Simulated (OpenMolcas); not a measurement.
## Ba+: effect of the active space

```yaml
Program: OpenMolcas 26.06
Method: SS-CASPT2, IPEA 0.25 Eh, imaginary shift 0.1 Eh
Basis: ANO-RCC-VTZP
Scalar_Hamiltonian: DKH2, point nucleus
Spin-orbit_coupling: RASSI with atomic mean-field integrals over the reference wave functions, term energies averaged over their components
```

A. 1 electron in 4 orbitals (6s 6p); 2S+1 = 2 even, 1 root; 2S+1 = 2 odd, 3 roots; closed shells correlated: 5s 5p; CASPT2 step about 1.5 core-seconds
B. 1 electron in 9 orbitals (5d 6s 6p); 2S+1 = 2 even, 6 roots; 2S+1 = 2 odd, 3 roots; closed shells correlated: 5s 5p; CASPT2 step about 4 core-seconds

Energies in cm-1 above 6s 2S 1/2, the measured ground level; measured values from NIST Handbook of Basic Atomic Spectroscopic Data.

```csv
Level,A,B,Measured
6s 2S 1/2,0.0,0.0,0.0
6p 2P* 1/2,19951,19975,20262
6p 2P* 3/2,20987,21012,21952
```

Deviations, from unrounded energies. A percentage is the sum of absolute deviations over the sum of measured energies, with the sign that they share, or ± where signs differ.

```
           Against measurement  Levels     A     B
mean absolute deviation (cm-1)       2   640   610
      other configurations (%)       2  -3.0  -2.9
```

A, B lie about equally close to measurement. The largest miss of B in the table is 6p 2P* 3/2, by -940 cm-1. The ranking rests on the paired levels alone, and a cruder setting can come out closer through cancelling errors.

Between A and B the level of the table that moves most is 6p 2P* 1/2, by 24 cm-1 (lowest in A, highest in B).

ANO sets are built for ground and valence states and can reach diffuse excited orbitals poorly. With one active electron, CASPT2 adds the correlation within the correlated inactive shells and between them and that electron, and leaves the splitting within a term as the reference gives it. Computed and measured levels are paired by configuration, term and J; levels that our copy of the source lacks, or whose pairing is in doubt (as where it misses far off the trend of its configuration), stay unpaired and out of the deviations. Levels of configurations outside the active space are missing. The table leaves out levels that lie high or whose names do not pair safely across all columns.

* marks odd parity.
